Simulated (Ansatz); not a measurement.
Zn₅Cu₂. The state is a singlet with charge 0. Geometry B3LYP-D4/def2-SVP.

Cartesian coordinates in Å:
```
Cu 0.5295 -0.1436 0.6416
Cu -0.7391 -0.2758 -1.3431
Zn -0.0969 2.0982 -0.9377
Zn -0.1116 1.9623 1.6892
Zn -2.1106 0.8438 0.4059
Zn 0.5605 -2.3599 -1.3764
Zn 1.9680 -2.1250 0.9205
```

The structure comes from a short search, and lower isomers may exist.

(1) Estimate the orbital energies around the gap (eV) in Ansatz with LDA (SPW92)/def2-TZVP, PBE-D4/def2-SVP, r2SCAN-D4/def2-TZVP, PBE0-D4/def2-TZVP, PBE0-D4/def2-TZVPD.

Answers

(1) 
```json
{"orbital": "HOMO−13", "LDA (SPW92)/def2-TZVP": "-7.36", "PBE-D4/def2-SVP": "-6.66", "r2SCAN-D4/def2-TZVP": "-7.26", "PBE0-D4/def2-TZVP": "-8.87", "PBE0-D4/def2-TZVPD": "-8.87"}
{"orbital": "HOMO−12", "LDA (SPW92)/def2-TZVP": "-7.22", "PBE-D4/def2-SVP": "-6.56", "r2SCAN-D4/def2-TZVP": "-7.16", "PBE0-D4/def2-TZVP": "-8.71", "PBE0-D4/def2-TZVPD": "-8.71"}
{"orbital": "HOMO−11", "LDA (SPW92)/def2-TZVP": "-7.22", "PBE-D4/def2-SVP": "-6.54", "r2SCAN-D4/def2-TZVP": "-7.16", "PBE0-D4/def2-TZVP": "-8.49", "PBE0-D4/def2-TZVPD": "-8.49"}
{"orbital": "HOMO−10", "LDA (SPW92)/def2-TZVP": "-7.12", "PBE-D4/def2-SVP": "-6.44", "r2SCAN-D4/def2-TZVP": "-7.05", "PBE0-D4/def2-TZVP": "-8.43", "PBE0-D4/def2-TZVPD": "-8.43"}
{"orbital": "HOMO−9", "LDA (SPW92)/def2-TZVP": "-6.85", "PBE-D4/def2-SVP": "-6.06", "r2SCAN-D4/def2-TZVP": "-6.77", "PBE0-D4/def2-TZVP": "-8.42", "PBE0-D4/def2-TZVPD": "-8.42"}
{"orbital": "HOMO−8", "LDA (SPW92)/def2-TZVP": "-6.70", "PBE-D4/def2-SVP": "-5.98", "r2SCAN-D4/def2-TZVP": "-6.62", "PBE0-D4/def2-TZVP": "-8.15", "PBE0-D4/def2-TZVPD": "-8.15"}
{"orbital": "HOMO−7", "LDA (SPW92)/def2-TZVP": "-6.48", "PBE-D4/def2-SVP": "-5.75", "r2SCAN-D4/def2-TZVP": "-6.39", "PBE0-D4/def2-TZVP": "-8.01", "PBE0-D4/def2-TZVPD": "-8.01"}
{"orbital": "HOMO−6", "LDA (SPW92)/def2-TZVP": "-6.41", "PBE-D4/def2-SVP": "-5.73", "r2SCAN-D4/def2-TZVP": "-6.33", "PBE0-D4/def2-TZVP": "-7.87", "PBE0-D4/def2-TZVPD": "-7.87"}
{"orbital": "HOMO−5", "LDA (SPW92)/def2-TZVP": "-6.19", "PBE-D4/def2-SVP": "-5.49", "r2SCAN-D4/def2-TZVP": "-6.11", "PBE0-D4/def2-TZVP": "-7.71", "PBE0-D4/def2-TZVPD": "-7.71"}
{"orbital": "HOMO−4", "LDA (SPW92)/def2-TZVP": "-6.11", "PBE-D4/def2-SVP": "-5.37", "r2SCAN-D4/def2-TZVP": "-6.02", "PBE0-D4/def2-TZVP": "-7.69", "PBE0-D4/def2-TZVPD": "-7.69"}
{"orbital": "HOMO−3", "LDA (SPW92)/def2-TZVP": "-5.81", "PBE-D4/def2-SVP": "-5.17", "r2SCAN-D4/def2-TZVP": "-5.69", "PBE0-D4/def2-TZVP": "-6.55", "PBE0-D4/def2-TZVPD": "-6.55"}
{"orbital": "HOMO−2", "LDA (SPW92)/def2-TZVP": "-5.51", "PBE-D4/def2-SVP": "-4.91", "r2SCAN-D4/def2-TZVP": "-5.39", "PBE0-D4/def2-TZVP": "-5.91", "PBE0-D4/def2-TZVPD": "-5.91"}
{"orbital": "HOMO−1", "LDA (SPW92)/def2-TZVP": "-5.28", "PBE-D4/def2-SVP": "-4.69", "r2SCAN-D4/def2-TZVP": "-5.14", "PBE0-D4/def2-TZVP": "-5.60", "PBE0-D4/def2-TZVPD": "-5.61"}
{"orbital": "HOMO", "LDA (SPW92)/def2-TZVP": "-4.82", "PBE-D4/def2-SVP": "-4.29", "r2SCAN-D4/def2-TZVP": "-4.69", "PBE0-D4/def2-TZVP": "-4.96", "PBE0-D4/def2-TZVPD": "-4.97"}
{"orbital": "LUMO", "LDA (SPW92)/def2-TZVP": "-3.35", "PBE-D4/def2-SVP": "-2.82", "r2SCAN-D4/def2-TZVP": "-3.04", "PBE0-D4/def2-TZVP": "-2.40", "PBE0-D4/def2-TZVPD": "-2.41"}
{"orbital": "LUMO+1", "LDA (SPW92)/def2-TZVP": "-2.73", "PBE-D4/def2-SVP": "-2.17", "r2SCAN-D4/def2-TZVP": "-2.50", "PBE0-D4/def2-TZVP": "-1.92", "PBE0-D4/def2-TZVPD": "-1.94"}
{"orbital": "LUMO+2", "LDA (SPW92)/def2-TZVP": "-2.70", "PBE-D4/def2-SVP": "-1.70", "r2SCAN-D4/def2-TZVP": "-2.44", "PBE0-D4/def2-TZVP": "-1.86", "PBE0-D4/def2-TZVPD": "-1.87"}
{"orbital": "LUMO+3", "LDA (SPW92)/def2-TZVP": "-2.47", "PBE-D4/def2-SVP": "-1.38", "r2SCAN-D4/def2-TZVP": "-2.21", "PBE0-D4/def2-TZVP": "-1.61", "PBE0-D4/def2-TZVPD": "-1.62"}
{"orbital": "LUMO+4", "LDA (SPW92)/def2-TZVP": "-2.27", "PBE-D4/def2-SVP": "-1.24", "r2SCAN-D4/def2-TZVP": "-2.03", "PBE0-D4/def2-TZVP": "-1.42", "PBE0-D4/def2-TZVPD": "-1.44"}
{"orbital": "LUMO+5", "LDA (SPW92)/def2-TZVP": "-2.17", "PBE-D4/def2-SVP": "-1.08", "r2SCAN-D4/def2-TZVP": "-1.93", "PBE0-D4/def2-TZVP": "-1.30", "PBE0-D4/def2-TZVPD": "-1.32"}
```
